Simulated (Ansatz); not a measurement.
Reactions of ClH₄InOSSi (`[SiH3][O][In]([SH])[Cl]`).

Isolated molecules relaxed with PBE0-D4/def2-TZVP in Ansatz; ΔE leaves out vibrations. CCSD(T)/CBS is the MP2 limit (def2-TZVPP, def2-QZVPP) plus CCSD(T) − MP2 in def2-TZVPP, frozen cores. This one scheme is used for every species. DFT in def2-TZVPP. def2 core potentials past Kr. For In outer-core shells are correlated without core-valence functions, which leaves a few kJ/mol of doubt a bond. One conformer a species, not always the lowest.

```csv
reaction,r2SCAN-D4 (kcal/mol),CCSD/CBS(def2) (kcal/mol),B2PLYP (kcal/mol),HF/CBS(def2) (kcal/mol),CCSD(T)/CBS(def2) (kcal/mol)
`[SiH3][O][In]([SH])[Cl]` + `[CH3][Al]([F])[SH]` → `[CH3][Al]([F])[S][SiH3]` + `[OH][In]([SH])[Cl]`,7.9,10.5,10.5,15.6,9.6
`[SiH3][O][In]([SH])[Cl]` + `O=C(O)O` → `O=C(O)O[SiH3]` + `[OH][In]([SH])[Cl]`,4.2,5.0,4.4,6.7,4.7
`[SiH3][O][In]([SH])[Cl]` + `C[SiH2]BO` → `C[SiH2]BO[SiH3]` + `[OH][In]([SH])[Cl]`,4.7,5.3,4.7,5.6,5.3
`[SiH3][O][In]([SH])[Cl]` + `[SiH3]C#CS` → `[SiH3]C#CS[SiH3]` + `[OH][In]([SH])[Cl]`,8.0,10.6,9.9,15.5,9.6
`[SiH3][O][In]([SH])[Cl]` + `CCBO` → `CCBO[SiH3]` + `[OH][In]([SH])[Cl]`,3.3,4.0,3.4,4.1,4.0
`[SiH3][O][In]([SH])[Cl]` + `[OH][Al]([OH])[O][SiH3]` → `[OH][Al]([O][SiH3])[O][SiH3]` + `[OH][In]([SH])[Cl]`,-2.5,-1.5,-2.3,-2.4,-1.4
```

Largest T1 diagnostic: 0.015, for `[OH][In]([SH])[Cl]`.
